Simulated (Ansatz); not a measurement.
A nudged elastic band was laid between two geometries of CH₄AlClO (8 atoms, charge 0, multiplicity 1).

Level of theory: RKS PBE0/def2-SVP (Ansatz 0.2.0).

| Property | Result |
| --- | --- |
| movable images | 5 |
| climbing image | yes |
| spring | 5.0 eV/Å² |
| optimiser | quadratic models (default) |
| start path | through a guess of the saddle point |
| force threshold | 0.03 eV/Å |
| iteration limit | 60 |
| end points | relaxed |

First end point:

```xyz
8
Properties=species:S:1:pos:R:3
O -0.074 1.469 -1.285
Al -0.241 0.668 0.211
C 0.674 -1.053 0.348
Cl -0.969 -1.813 -0.039
H -0.587 2.224 -1.574
H -1.057 1.284 1.418
H 1.359 -1.370 -0.449
H 0.987 -1.466 1.315
```

Last end point:

```xyz
8
Properties=species:S:1:pos:R:3
O -0.437 1.753 -1.018
Al -0.336 0.728 0.338
C 0.650 -0.969 0.289
Cl -0.981 -1.755 -0.100
H -0.082 1.628 -1.898
H -1.048 1.219 1.653
H 1.323 -1.226 -0.539
H 1.002 -1.435 1.219
```

**Question.** Which bonds break or form, and what moves?

**Answer.** No bond is made or broken. The dihedral H5–O1–Al2–Cl4 goes from 118 to -49°.

**Question.** Give the energies along the band, and the barrier.

**Answer.** The forces met the threshold. The highest image is number 3 of 0 to 6, 1.9 kcal/mol above the first end and 1.5 kcal/mol above the last; the last end lies 0.5 kcal/mol above the first. A vibrational analysis at the climbing image gives one clearly imaginary mode, 355i cm⁻¹: a first-order saddle point.

```json
{"image": "0", "path coordinate (Å)": "0.00", "energy (kcal/mol)": "0.0", "dihedral H5–O1–Al2–Cl4 (°)": "118"}
{"image": "1", "path coordinate (Å)": "0.23", "energy (kcal/mol)": "0.3", "dihedral H5–O1–Al2–Cl4 (°)": "102"}
{"image": "2", "path coordinate (Å)": "0.46", "energy (kcal/mol)": "1.3", "dihedral H5–O1–Al2–Cl4 (°)": "77"}
{"image": "3", "path coordinate (Å)": "0.68", "energy (kcal/mol)": "1.9", "dihedral H5–O1–Al2–Cl4 (°)": "33"}
{"image": "4", "path coordinate (Å)": "0.90", "energy (kcal/mol)": "1.4", "dihedral H5–O1–Al2–Cl4 (°)": "-12"}
{"image": "5", "path coordinate (Å)": "1.11", "energy (kcal/mol)": "0.7", "dihedral H5–O1–Al2–Cl4 (°)": "-37"}
{"image": "6", "path coordinate (Å)": "1.33", "energy (kcal/mol)": "0.5", "dihedral H5–O1–Al2–Cl4 (°)": "-49"}
```

**Question.** What is the geometry of the highest image?

**Answer.** 
```xyz
8
Properties=species:S:1:pos:R:3
O -0.185 1.660 -1.064
Al -0.284 0.694 0.304
C 0.672 -1.016 0.350
Cl -0.950 -1.763 -0.155
H -0.432 1.945 -1.935
H -1.063 1.198 1.580
H 1.390 -1.282 -0.436
H 0.944 -1.493 1.300
```

**Question.** What are the harmonic wavenumbers there?

**Answer.** 355i, 78, 148, 164, 219, 490, 592, 613, 659, 723, 918, 1048, 1103, 1398, 1979, 3126, 3218, 4118 cm⁻¹.

Time of the run: 9.5 min on 1 thread of Arm Neoverse V1, with other jobs on the host, peak memory 0.26 GiB.
